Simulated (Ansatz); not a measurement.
One geometry of cyclo-(Cl2GeS)4 (Ge4S4Cl8), several levels of theory.

```yaml
crystal:
  periodic: [false, false, false]
  atoms:
    - {symbol: Ge, position_ang: [2.089705, -0.916751, -1.095362]}
    - {symbol: Cl, position_ang: [4.022859, -1.194712, -2.011260]}
    - {symbol: Cl, position_ang: [0.580945, -1.761336, -2.389123]}
    - {symbol: S, position_ang: [2.292062, -2.064673, 0.817121]}
    - {symbol: Ge, position_ang: [0.303356, -1.758499, 1.800748]}
    - {symbol: Cl, position_ang: [0.528342, -2.846384, 3.649899]}
    - {symbol: Cl, position_ang: [-1.308349, -2.643020, 0.667671]}
    - {symbol: S, position_ang: [-0.069613, 0.384815, 2.330580]}
    - {symbol: Ge, position_ang: [-1.923224, 0.930215, 1.201393]}
    - {symbol: Cl, position_ang: [-3.669743, -0.139070, 1.875403]}
    - {symbol: Cl, position_ang: [-2.142296, 3.011910, 1.725521]}
    - {symbol: S, position_ang: [-1.918798, 0.588360, -1.010055]}
    - {symbol: Ge, position_ang: [-0.143783, 1.763891, -1.698703]}
    - {symbol: Cl, position_ang: [-0.151508, 1.492614, -3.837425]}
    - {symbol: Cl, position_ang: [-0.316843, 3.871738, -1.271687]}
    - {symbol: S, position_ang: [1.826877, 1.280912, -0.754710]}
basis:
  gaussian: {orbitals: def2-TZVP, fitting: {mean_field: def2-universal-jkfit}, initial_orbitals: start.molden}
hamiltonian: {xc: {name: r2SCANh}, dispersion: d4}
scf: {omitted_lower_state_checks: [starts]}
output: {forces: true, orbitals: {seedname: orbitals}}
```

The file start.molden holds the orbitals of an earlier run on this structure, at another level or in another basis.

```sh
$ ansatz run in.yaml --threads 2 --pin off --events-out ev --progress --plain --max-ram 32768MiB --backend cuda --devices 0, --max-vram 18GiB
```

Output, abridged:

```
Functional definition: r2SCANh
2600 factors; integrals over basis functions are off by at most 3.1e-1 eV
mean field evaluation 1: about -369605.0630 eV, gradient 1.9e1 eV
mean field evaluation 2: about -369605.1687 eV, gradient 1.7e-1 eV
mean field evaluation 4: about -369605.1574 eV, gradient 3.0e-4 eV
mean field -369605.15736227 eV, -13582.7390056897 hartree, gradient 2.2e-5 eV, S^2 0.000000; 0 other end points of the search recorded, 0 dependent functions left out
reference -369605.15737735 eV, -13582.7390062438 hartree; 164, 164 occupied and 472, 472 virtual orbitals, 2600 factors
Total energy: -369605.66695136 eV, -13582.7577327434 hartree
Atom 0 at     2.089705    -0.916751    -1.095362 Å, force     0.094556    -0.097196    -0.101445 eV/Å
Atom 1 at     4.022859    -1.194712    -2.011260 Å, force    -0.486566     0.060837     0.210227 eV/Å
Atom 2 at     0.580945    -1.761336    -2.389123 Å, force     0.442578     0.205980     0.318602 eV/Å
Atom 3 at     2.292062    -2.064673     0.817121 Å, force    -0.427760     0.245488    -0.193325 eV/Å
Atom 4 at     0.303356    -1.758499     1.800748 Å, force    -0.018226    -0.149255     0.078929 eV/Å
Atom 5 at     0.528342    -2.846384     3.649899 Å, force    -0.072061     0.260023    -0.461463 eV/Å
Atom 6 at    -1.308349    -2.643020     0.667671 Å, force     0.431945     0.197931     0.338576 eV/Å
Atom 7 at    -0.069613     0.384815     2.330580 Å, force    -0.345996    -0.313485    -0.252224 eV/Å
Atom 8 at    -1.923224     0.930215     1.201393 Å, force    -0.111720     0.070709     0.093005 eV/Å
Atom 9 at    -3.669743    -0.139070     1.875403 Å, force     0.432252     0.303621    -0.159094 eV/Å
Atom 10 at    -2.142296     3.011910     1.725521 Å, force     0.011424    -0.536836    -0.099952 eV/Å
Atom 11 at    -1.918798     0.588360    -1.010055 Å, force     0.289039     0.333490     0.272383 eV/Å
Atom 12 at    -0.143783     1.763891    -1.698703 Å, force     0.008200     0.124313    -0.098473 eV/Å
Atom 13 at    -0.151508     1.492614    -3.837425 Å, force    -0.001554     0.106183     0.542301 eV/Å
Atom 14 at    -0.316843     3.871738    -1.271687 Å, force     0.051986    -0.518172    -0.159611 eV/Å
Atom 15 at     1.826877     1.280912    -0.754710 Å, force    -0.298097    -0.293632    -0.328435 eV/Å
Dipole moment:     0.083246    -0.029454     0.042454 e Å
Checks for a lower state left out: starts
```

Hardware: 2 threads of AMD EPYC 7R13 on a shared host and a share (18 GiB) of an NVIDIA H100 80GB HBM3. Wall time 24 s, peak host memory 1.9 GiB.

First input, but with `hamiltonian: {xc: pbe0, dispersion: d4}`, `output: {orbitals: {seedname: orbitals}}` (abridged; 21 s):

```
Functional definition: PBE0
mean field -369540.23489223 eV, -13580.3531489217 hartree, gradient 3.8e-5 eV, S^2 0.000000
Total energy: -369541.75974676 eV, -13580.4091862921 hartree
Checks for a lower state left out: starts
```

First input, but with `gaussian: {orbitals: STO-3G}`, `hamiltonian: {xc: hf}`, `output: {orbitals: {seedname: orbitals}}` (abridged; 15 s, on the CPU threads alone):

```
Functional definition: HF
mean field -365098.86600587 eV, -13417.1358528161 hartree, gradient 2.7e-5 eV, S^2 0.000000
Total energy: -365098.86600587 eV, -13417.1358528161 hartree
Checks for a lower state left out: starts
```

First input, but with `hamiltonian: {xc: pbe, dispersion: d4}`, `output: {orbitals: {seedname: orbitals}}` (abridged; 17 s):

```
Functional definition: PBE
mean field -369523.16181248 eV, -13579.7257248136 hartree, gradient 4.3e-5 eV, S^2 0.000000
Total energy: -369524.84920942 eV, -13579.7877355072 hartree
Checks for a lower state left out: starts
```

As the first input, with `gaussian: {orbitals: 6-31G}`, `hamiltonian: {xc: hf}`, `output: {orbitals: {seedname: orbitals}}` (abridged; 31 s, on the CPU threads alone):

```
Functional definition: HF
mean field -369155.26608920 eV, -13566.2058063515 hartree, gradient 2.2e-5 eV, S^2 0.000000
Total energy: -369155.26608920 eV, -13566.2058063515 hartree
Checks for a lower state left out: starts
```

First input, but with `gaussian: {orbitals: 6-31G}`, `hamiltonian: {xc: {name: B3LYP}, dispersion: d4}`, `output: {orbitals: {seedname: orbitals}}` (abridged; 43 s, on the CPU threads alone):

```
Functional definition: B3LYP
mean field evaluation 16: about -369568.0109 eV, gradient 4.1e-5 eV
mean field -369568.01091154 eV, -13581.3738988040 hartree, gradient 4.1e-5 eV, S^2 0.000000
Total energy: -369570.76307353 eV, -13581.4750388918 hartree
Checks for a lower state left out: starts
```

As the first input, with `gaussian: {orbitals: def2-SVP, initial_orbitals: start.molden}`, `hamiltonian: {xc: pbe0, dispersion: d4}`, `output: {orbitals: {seedname: orbitals}}` (abridged; 13 s):

```
Functional definition: PBE0
mean field -369462.17937863 eV, -13577.4846617051 hartree, gradient 3.5e-5 eV, S^2 0.000000
Total energy: -369463.70421992 eV, -13577.5406985888 hartree
Checks for a lower state left out: starts
```

Geometry: PBE-D4/def2-SVP.

The 6-31G sets use Cartesian d functions. B3LYP takes the VWN-RPA correlation. Single mean-field runs in def2-TZVP are fitted with def2-universal-jkfit.
